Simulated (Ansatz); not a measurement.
System: sum formula H5SiN2O2 (charge 0, doublet). It need not be the lowest isomer of its formula. 
Structure (B3LYP-D3(BJ)/def2-TZVP (Ansatz, a program for electronic structure) minimum search):
```xyz
10

Si    -0.0124     0.0104    -0.0204
O     -0.5498    -1.2822    -0.8634
O      1.6321    -0.0821    -0.1247
N     -0.4912     1.5201    -0.7473
N     -0.6779    -0.1154     1.5413
H     -0.0045    -1.5820    -1.5951
H      2.1595     0.5015     0.4251
H     -0.4090     2.3471    -0.1529
H     -1.0615     0.6687     2.0394
H     -0.9867    -0.9981     1.9152
```
Charge 0, spin multiplicity 2.

Computed values are from Ansatz. Valence correlation only, unless marked. Open shells are spin-unrestricted. Spin-orbit coupling is left out. Non-relativistic. CBS(X,Y): correlation extrapolated as X^-3; Hartree-Fock from the larger set.

Task: What is the T1 diagnostic at CCSD/cc-pV(Q+d)Z?

Result: 0.013.

Task: What is the dipole moment at CCSD(T)/aug-cc-pV(D+d)Z?

Result: 2.62 D.

Task: What is the total energy at CCSD(T)/CBS(cc-pV(T+d)Z,cc-pV(Q+d)Z)?

Result: -551.9251 Eh.

Task: What is the atomisation energy De at CCSD(T)/CBS(cc-pV(T+d)Z,cc-pV(Q+d)Z)?

Result: 3723.4 kJ/mol.
